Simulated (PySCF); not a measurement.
Working out the ionisation energy of Te⁺

Te⁺ [Kr] 4d10 5s2 5p3 (4S) → Te²⁺ [Kr] 4d10 5s2 5p2 (3P). Calculation: PySCF 2.14, in x2c-TZVPPall (8s6p4d2f, 60 functions); the spin-free X2C one-electron Hamiltonian (Gaussian nucleus). Frozen: [Kr] 4d10. Energies in hartree (1 hartree = 27.21139 eV):

```csv
part,Te⁺ (lower),Te²⁺ (upper)
UHF,-6790.569544,-6789.894794
CCSD correlation,-0.071402,-0.057414
(T),-0.001948,-0.001106
```

Problem. What does Hartree-Fock give?

Solution. (-6789.894794) − (-6790.569544) = 0.674750 hartree = 18.361 eV.

Problem. What do CCSD and CCSD(T) give?

Solution. The CCSD correlation energies differ by 0.013988 hartree = 0.381 eV and the triples by 0.000842 hartree = 0.023 eV, so CCSD gives 18.742 eV and CCSD(T) 18.765 eV.

Reference: 18.6 ± 0.4 eV (measured; NIST Atomic Spectra Database, ionization energies), between the lowest levels; spin-orbit coupling is absent from the calculation.

What remains against the reference includes basis incompleteness, the frozen core and higher excitations.
